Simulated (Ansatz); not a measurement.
A run for Ansatz (an electronic-structure program): R-SVWN5/def2-TZVPP on CH7PSi (SMILES C[SiH2]P), a point of a torsion scan.

Ansatz 0.2 input:
```yaml
crystal:
  periodic: [false, false, false]
  atoms:
    - {symbol: C, position_ang: [-1.18726884, 0.63859642, -0.07438101]}
    - {symbol: Si, position_ang: [-0.10052981, -0.91182269, 0.08171187]}
    - {symbol: P, position_ang: [2.03483096, -0.27823965, -0.19932199]}
    - {symbol: H, position_ang: [-2.24112518, 0.37974708, -0.06220757]}
    - {symbol: H, position_ang: [-1.00676913, 1.33478443, 0.74041838]}
    - {symbol: H, position_ang: [-0.98368933, 1.16219852, -1.00476047]}
    - {symbol: H, position_ang: [-0.34202081, -1.55287280, 1.38255547]}
    - {symbol: H, position_ang: [-0.39266397, -1.87697167, -0.98365582]}
    - {symbol: H, position_ang: [2.05390807, 0.59668962, 0.87210217]}
    - {symbol: H, position_ang: [2.57566765, -1.30626671, 0.54938452]}
basis:
  gaussian:
    orbitals: def2-TZVPP
hamiltonian:
  xc: {name: SVWN5}
scf: {lower_state_search: off}
```

Program output:

```
WARN ansatz: RAYON_NUM_THREADS=1 ignored (pool sized by the plan → 1); use --threads N
Functional definition: SVWN5
these checks for a lower state are left out or cut short: stability, starts, cluster_reference, orbital_swaps, neighbouring_geometries, increment
integrals: 0.13 GiB planned
1168 factors; their error is unknown
mean field: 0.88 GiB planned
mean field evaluation 1: about -18231.6178 eV, gradient 6.5e1 eV
mean field evaluation 2: about -18217.2904 eV, gradient 8.9e1 eV
mean field evaluation 4: about -18241.4108 eV, gradient 6.5e0 eV
mean field evaluation 8: about -18241.5323 eV, gradient 1.5e-1 eV
mean field evaluation 16: about -18241.4975 eV, gradient 1.6e-4 eV
mean field -18241.49746398 eV, -670.3626672702 hartree, gradient 2.6e-6 eV, S^2 0.000000; 0 other end points of the search recorded, 0 dependent functions left out
reference -18241.49750440 eV, -670.3626687555 hartree; 21, 21 occupied and 192, 192 virtual orbitals, 1168 factors
Total energy: -18241.49750440 eV, -670.3626687555 hartree
Checks for a lower state left out: stability, starts, cluster_reference, orbital_swaps, neighbouring_geometries, increment
```

The run converged.

Cost: around 1.8 core-seconds (rough).
